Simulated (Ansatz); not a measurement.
The cluster B₂As, relaxed as a quartet with UKS PBE-D4/def2-TZVP in Ansatz, starting from the PBE-D4/def2-TZVP geometry of the neutral doublet. Force threshold 0.02 eV/Å.

The relaxation made no stability test and no search for a lower SCF solution. At PBE-D4/def2-TZVP a doublet of charge 0 lies 1.17 eV below the quartet, each at its own geometry. The structure comes from a short search, and lower isomers may exist.

Start:

```
atom   x (Å)   y (Å)   z (Å)
  B1   0.792  -0.205   0.695
  B2  -0.686  -0.440   0.339
 As3  -0.106   0.645  -1.034
```

Q: Estimate the energy that the relaxation releases and the steps that it takes.

A: 14.8 kcal/mol, in 4 steps; 2.8 s on 4 threads of Arm Neoverse V1 on a shared host. No frequencies were taken in this run, so the end may be a saddle point.

Q: Does the start keep its bonding and symmetry?

A: By distances, no bond broke or formed. The bond that changes most is B1–B2, from 1.54 to 1.75 Å (atoms count from 1). Point group Cs at the start, C2v at the end, both within 0.05 Å.

Q: Predict the relaxed structure.

A: 
Cartesian coordinates in Å:
```
B 0.853 -0.120 0.594
B -0.837 -0.507 0.369
As -0.016 0.627 -0.963
```
Bond lengths: 2 × As–B 1.93 Å; 1 × B–B 1.75 Å.
